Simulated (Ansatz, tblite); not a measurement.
Cost and result up the ladder for the cluster Ti2O5H2 (9 atoms). The state is a singlet with charge 0. Geometry: PBE-D4/def2-SVP.

```
atom   x (Å)   y (Å)   z (Å)
 Ti1  -0.220  -0.643  -0.996
 Ti2   0.225   0.636   1.001
  O3  -1.219  -0.666   0.428
  O4  -0.470  -1.675  -2.465
  O5   0.677   1.576   2.483
  O6   1.250  -0.632   0.131
  O7  -0.114   1.329  -0.560
  H8   0.887   2.467   2.804
  H9  -1.016  -2.392  -2.826
```

Ansatz on 4 threads of Arm Neoverse V2 on a shared host; xTB runs through tblite on one thread. Times are rough, summed over both states, and most runs start from the orbitals of an earlier one. PBE0-D4/def2-TZVP serves as the yardstick here, not as an exact answer. The other state is a doublet.

The xTB rows come from tblite. The structure comes from a short search, and lower isomers may exist.

Run but left out: HF/def2-SVP, MP2/def2-SVP, CCSD/def2-SVP, CCSD(T)/def2-SVP (charge +1 doublet: ⟨S²⟩ 1.96, where a pure state has 0.75).

Raw xTB energies of ions are shifted by several eV.

```
                             level  functions  wall time
                          GFN2-xTB         40    0.011 s
                          GFN1-xTB         42    0.013 s
                  PBE-D4/def2-TZVP        257       13 s
                 PBE0-D4/def2-TZVP        257       27 s
r2SCANh-D4/def2-TZVP (with forces)        257       40 s
```

Task: Estimate what each level gives for the vertical IE (eV).

Result: 
```json
{"level": "GFN2-xTB", "vertical IE (eV)": "14.26", "difference from PBE0-D4/def2-TZVP (eV)": "4.41"}
{"level": "GFN1-xTB", "vertical IE (eV)": "16.31", "difference from PBE0-D4/def2-TZVP (eV)": "6.45"}
{"level": "PBE-D4/def2-TZVP", "vertical IE (eV)": "9.60", "difference from PBE0-D4/def2-TZVP (eV)": "-0.26"}
{"level": "PBE0-D4/def2-TZVP", "vertical IE (eV)": "9.86", "difference from PBE0-D4/def2-TZVP (eV)": "0.00"}
{"level": "r2SCANh-D4/def2-TZVP (with forces)", "vertical IE (eV)": "9.79", "difference from PBE0-D4/def2-TZVP (eV)": "-0.06"}
```
